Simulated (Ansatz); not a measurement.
Relaxation of SiF4 with RKS PBE-D4/def2-SVP.

```sh
$ ansatz run in.yaml --threads 4 --pin off --events-out ev --progress --plain --max-ram 3916MiB
```

```yaml
crystal:
  periodic: [false, false, false]
  atoms:
    - {symbol: Si, position_ang: [-0.000700, 0.000340, -0.000360]}
    - {symbol: F, position_ang: [0.012160, -0.018360, 1.565530]}
    - {symbol: F, position_ang: [1.473030, 0.010450, -0.529820]}
    - {symbol: F, position_ang: [-0.745860, 1.282160, -0.504010]}
    - {symbol: F, position_ang: [-0.738620, -1.274590, -0.531350]}
basis:
  gaussian: {orbitals: def2-SVP}
hamiltonian: {xc: pbe, dispersion: d4}
scf: {omitted_lower_state_checks: [starts]}
output: {orbitals: {seedname: orbitals}}
relax: {f_tol: 0.02, max_steps: 100}
```

It took 2.5 s on 4 threads of Arm Neoverse V1 on a shared host.

Positions (Å) and forces (eV/Å) at steps 1, 2, 3, 4 of 4:

```xyz
5
step=1 energy=-18726.1971 eV
Si   -0.001    0.000    0.000    0.014   -0.004    0.011
F     0.012   -0.018    1.566    0.001   -0.013    1.597
F     1.473    0.010   -0.530    1.503    0.011   -0.552
F    -0.746    1.282   -0.504   -0.762    1.311   -0.511
F    -0.739   -1.275   -0.531   -0.756   -1.304   -0.546
5
step=2 energy=-18726.2765 eV
Si   -0.001    0.000    0.000    0.012   -0.004    0.008
F     0.012   -0.018    1.582   -0.002   -0.006    0.851
F     1.488    0.011   -0.536    0.800    0.006   -0.296
F    -0.753    1.295   -0.509   -0.407    0.700   -0.271
F    -0.746   -1.288   -0.537   -0.403   -0.696   -0.291
5
step=3 energy=-18726.3107 eV
Si    0.000    0.000    0.000    0.004   -0.002    0.002
F     0.011   -0.018    1.601   -0.003    0.001    0.055
F     1.506    0.011   -0.543    0.050    0.000   -0.022
F    -0.762    1.311   -0.515   -0.026    0.046   -0.016
F    -0.755   -1.303   -0.543   -0.025   -0.046   -0.019
5
step=4 energy=-18726.3109 eV
Si    0.000    0.000    0.000    0.000    0.000    0.000
F     0.011   -0.018    1.603    0.000    0.000   -0.001
F     1.508    0.010   -0.544   -0.001    0.000    0.000
F    -0.763    1.312   -0.515    0.001   -0.001    0.000
F    -0.755   -1.305   -0.544    0.001    0.001    0.000
```
